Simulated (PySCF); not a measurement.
Positional isomers: propene cyano+boryl. Isolated molecules, 0 K electronic values unless said otherwise. One relaxed conformer stands for each flexible species; it need not be the lowest. Strings in code marks are SMILES.

Level of theory: PBE-D3(BJ)/def2-TZVP // CAM-B3LYP-D3(BJ)/def2-TZVP (PySCF). All candidates: neutral, multiplicity 1. Excitations are Tamm–Dancoff values on a coarser integration grid. The basis has no diffuse functions, so Rydberg states are missing or too high.

- LUMO: -3.40 eV
- HOMO: -7.73 eV
- S1 excitation (TDA): 4.73 eV

Task: Which member has these values?
A. `B/C(C#N)=C\C`
B. `BCC(=C)C#N`
C. `B/C=C/CC#N`
D. `B/C=C(\C)C#N`

Result: C, `B/C=C/CC#N`. The others give `BCC(=C)C#N`: -2.83 eV, -6.89 eV, 4.12 eV; `B/C=C(\C)C#N`: -3.93 eV, -7.51 eV, 4.26 eV; `B/C(C#N)=C\C`: -3.71 eV, -7.19 eV, 4.22 eV
